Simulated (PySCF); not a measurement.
# Trend along the third period: MI molecules

MP2 with triple-zeta basis sets in PySCF, for the lowest determinant that a PBE0 search found; no spin–orbit coupling. De refers to high-spin ground-configuration atoms.

```csv
M,basis,"reference, frozen orbitals",state (unpaired electrons),Re (Å),ωe (cm⁻¹),De (eV)
Na,def2-TZVPP,"RHF, 5",singlet (closed shell),2.718,254,3.34
Mg,x2c-TZVPPall,"UHF, 19",doublet (σ ↑),2.580,321,2.40
Al,def2-TZVPP,"RHF, 9",singlet (closed shell),2.536,323,4.08
Si,def2-TZVPP,"UHF, 9",doublet (π ↑),2.432,370,3.24
P,def2-TZVPP,"UHF, 9",triplet (π ↑↑),2.372,375,2.23
Cl,def2-TZVPP,"RHF, 9",singlet (closed shell),2.307,407,2.36
```

The shortest bond is that of ICl (2.307 Å), the longest that of NaI (2.718 Å).

The rows differ in basis set, which adds steps of its own.

The state changes along the series, so neighbouring rows are not always alike in their bonding.

Correlated steps freeze the inner cores (5 to 19 orbitals); shallow outer-core shells are correlated. These are scalar-relativistic numbers at best; spin–orbit coupling would shift them, the dissociation energy most. Where the molecule has an RHF reference, its open-shell atoms are computed with UHF. States were picked by a PBE0 search and need not be the measured ground states.
